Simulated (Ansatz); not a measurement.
Geometry optimisation, RKS BHLYP-D4/def2-mTZVP (Ansatz).

The input (input.yaml):

```yaml
crystal:
  periodic: [false, false, false]
  atoms:
    - { symbol: Zn, position_ang: [0.0, 0.0, 0.0] }
    - { symbol: C, position_ang: [0.0, 0.0, 1.98] }
    - { symbol: H, position_ang: [-0.9996, -0.3092, 2.3505] }
    - { symbol: H, position_ang: [0.7676, -0.7111, 2.3505] }
    - { symbol: H, position_ang: [0.232, 1.0203, 2.3505] }
    - { symbol: O, position_ang: [0.0, 0.0, -1.79] }
    - { symbol: H, position_ang: [0.2547, -0.9174, -2.1271] }
basis:
  gaussian: { orbitals: def2-mTZVP }
hamiltonian:
  xc: { name: BHLYP }
  dispersion: d4
relax:
  f_tol: 0.02
  max_steps: 40
```

Launched with:

```bash
$ ansatz run input.yaml --threads 1 --pin off --max-ram 2048MiB --backend cpu --events-out ev --progress --plain --runs-dir out
```

Question: Where does it end, and by what steps?

Answer: The run converged. After 5 steps the energy has fallen by 0.147 eV; H7 moved furthest, 0.12 Å.

```tsv
step	energy less start (eV)	largest force component (eV/Å)	accepted
0	0.0000	2.411	yes
1	-0.1261	0.802	yes
2	-0.1423	0.222	yes
3	-0.1453	0.329	yes
4	-0.1474	0.045	yes
5	-0.1475	0.007	yes
```

```xyz
7
Properties=species:S:1:pos:R:3
Zn 0.021 -0.079 0.034
C 0.000 -0.001 1.972
H -0.971 -0.284 2.361
H 0.738 -0.673 2.394
H 0.222 1.001 2.319
O 0.010 -0.041 -1.750
H 0.236 -0.841 -2.216
```

Whether the end is a true minimum wasn't checked by a vibrational analysis.

The run took 43 s on 1 thread of Arm Neoverse N1, on a shared host, peak memory 0.17 GiB.
